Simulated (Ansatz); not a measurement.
Relaxation of BrCl$_{2}$H$_{3}$OSn (8 atoms, charge 0, multiplicity 1), to a largest force component of 0.03 eV/Å in at most 50 steps.

The calculation used RKS PBE-D4/def2-SVP in Ansatz.

```xyz
8
Properties=species:S:1:pos:R:3
Sn -0.648 -0.019 -0.515
H 0.355 0.029 2.256
O 1.239 -0.027 0.136
H 1.599 -0.923 -0.017
Cl -0.905 1.985 -1.701
Cl -0.861 -1.901 -1.911
Br -2.556 -0.134 1.197
H -0.234 0.039 2.673
```

Task: Where does it end, and by what steps?

Result: The forces met the threshold. The force dipped under the threshold on the way, but the program's further checks kept it going. After 14 steps the energy has fallen by 0.229 eV; H8 moved furthest, 1.06 Å.

```
step  energy less start (eV)  largest force component (eV/Å)  accepted
   0                  0.0000                           1.620       yes
   1                 -0.1354                           0.382       yes
   2                 -0.1795                           0.184       yes
   3                 -0.2010                           0.331       yes
   4                 -0.1943                           0.907        no
   5                 -0.2115                           0.146       yes
   6                 -0.2191                           0.073       yes
   7                 -0.2211                           0.152       yes
   8                 -0.2213                           0.352       yes
   9                 -0.2266                           0.033       yes
  10                 -0.2275                           0.017       yes
  11                 -0.2287                           0.084       yes
  12                 -0.2288                           0.060       yes
  13                 -0.2291                           0.032       yes
  14                 -0.2292                           0.007       yes
```

```xyz
8
Properties=species:S:1:pos:R:3
Sn -0.820 -0.022 -0.815
H 0.619 0.062 2.634
O 0.903 0.039 0.187
H 1.241 -0.874 0.302
Cl -0.922 1.963 -2.049
Cl -0.797 -1.893 -2.243
Br -2.778 -0.175 0.710
H 0.543 -0.051 3.392
```

Time of the run: 24 s on 4 threads of Intel(R) Xeon(R) Platinum 8259CL CPU @ 2.50GHz (Skylake/Cascade Lake) (shared host), peak memory 0.22 GiB.
